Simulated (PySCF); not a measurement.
# Dipole response of Br⁺ (bromine, charge +1)

[Ar] 3d10 4s2 4p4, high-spin 3P determinant. Computed with PySCF 2.14 in aug-cc-pVTZ-PP with ECP10MDF (6s5p4d2f, 55 functions), with a scalar-relativistic core potential. Coupled (time-dependent) response in atomic units; α is the mean over directions.

```csv
method,mean α (bohr³),"α xx, yy, zz",C₆ (like pair),S(−4)
UHF,12.32,"12.06, 12.83, 12.06",75.65,30.99
PBE,12.87,"12.45, 13.70, 12.45",79.69,35.48
PBE0,12.59,"12.23, 13.31, 12.23",77.61,33.23
M06-L,12.43,"12.00, 13.29, 12.00",78.04,30.70
M06-2X,12.63,"12.32, 13.23, 12.32",76.68,34.36
```

S(−4) is the Cauchy moment in α(ω) = α(0) + S(−4) ω² + …

Spin-orbit coupling is absent.

α(iu) at PBE0:

```tsv
u (hartree)	α(iu) (bohr³)
0	12.59
0.0500	12.51
0.100	12.27
0.200	11.41
0.300	10.24
0.500	7.800
0.750	5.421
1.00	3.857
1.50	2.170
2.00	1.378
3.00	0.7010
5.00	0.2896
```

A single London oscillator, α(iu) = α/(1 + u²/ω²), gives C₆ = (3/4) ω α². Matching the computed C₆ needs ω = 4 × 77.61 / (3 × 12.59²) = 0.653 hartree.

For an ion, C₆ is the dispersion term alone; charge-induced terms of lower order in 1/R come first.

The components differ because the open shell of this determinant is not spherical; for a pure term their mean is the scalar polarisability.

Energies and moments cover only the electrons outside the core potential.
